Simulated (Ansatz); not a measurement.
Zn5Cu2⁻. Total charge -1; doublet. Geometry B3LYP-D4/def2-SVP, that of the neutral singlet; atoms count from 1.

Cartesian coordinates in Å:
```
Cu -0.184 -0.809 0.157
Cu 0.319 1.262 -0.856
Zn 1.579 1.069 1.286
Zn -0.218 -0.373 2.555
Zn -1.075 1.681 1.162
Zn 0.079 -0.251 -2.776
Zn -0.500 -2.579 -1.528
```

The structure comes from a short search, and lower isomers may exist.

Estimate the Mulliken populations from the PBE0/def2-TZVPD orbitals of Ansatz.


```
atom  charge (e)  spin (α − β)  d electrons
 Cu1       -0.35          0.03         9.76
 Cu2       -0.31          0.39         9.83
 Zn3       -0.07          0.02        10.01
 Zn4       -0.19          0.33        10.01
 Zn5       -0.07          0.02        10.01
 Zn6       -0.05          0.09        10.00
 Zn7        0.04          0.11        10.00
```
Mulliken values and Mayer orders depend strongly on the basis. With diffuse functions, as here, like atoms can get unlike values, and bond orders can come out too low or too high.

Where does the spin sit?

Summed by element: Cu 0.42, Zn 0.58, of 1 unpaired in all. Largest on single atoms: Cu2 0.39, Zn4 0.33, Zn7 0.11.

And the Mayer bond orders between bonded heavy atoms (over 0.3)?

Cu1–Cu2 0.50 (2.36 Å); Cu1–Zn4 0.52 (2.44 Å); Cu1–Zn7 0.62 (2.46 Å); Cu2–Zn3 0.47 (2.49 Å); Cu2–Zn5 0.47 (2.49 Å); Cu2–Zn6 0.59 (2.46 Å); Zn3–Zn4 0.53 (2.63 Å); Zn3–Zn5 0.49 (2.73 Å); Zn4–Zn5 0.53 (2.63 Å); Zn6–Zn7 0.49 (2.70 Å).
